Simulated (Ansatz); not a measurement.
Harmonic frequencies (cm⁻¹) at PBE0-D4/def2-TZVP from Ansatz: 45, 95, 104, 121, 150, 175, 243, 441, 442, 588, 685, 701, 720, 732, 746, 757, 803, 924, 942, 948, 951, 957, 990, 1016, 1927, 1933, 1958, 2234, 2244, 2263, 2268, 2279, 2281.

Question: Which molecule is it?
A. `[BH3-][O+]([SiH3])[SiH3]`
B. `C[S+](C)[AlH3-]`
C. `C[O+](C)[InH3-]`
D. `[SiH3][O+]([SiH3])[GaH3-]`

Answer: D.
